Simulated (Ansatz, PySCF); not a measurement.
This triplet lies 0.95 eV below the relaxed singlet at the level B3LYP/cc-pVTZ // B3LYP-D3(BJ)/def2-TZVP (Ansatz, a first-principles code).

B3LYP has the VWN-RPA correlation part, as in Gaussian. 

Cartesian coordinates (Å):
```xyz
8

C      1.9771     1.5509     0.5708
C      0.9974     0.7833     0.2383
N      0.0964     0.0751    -0.0699
Si    -1.2838    -1.0085    -0.5347
H      2.7885     2.1932     0.8510
H     -0.7729    -1.6748    -1.7397
H     -1.4259    -1.8663     0.6490
H     -2.3768    -0.0528    -0.7569
```
Charge +1, spin multiplicity 3.

Task: Predict the total energy and highest occupied spin orbital from B3LYP-D3(BJ)/def2-TZVP (PySCF).

Result: 
```
Property                             Result
-----------------------------  ------------
total energy                   -11498.34 eV
highest occupied spin orbital     -13.80 eV
```
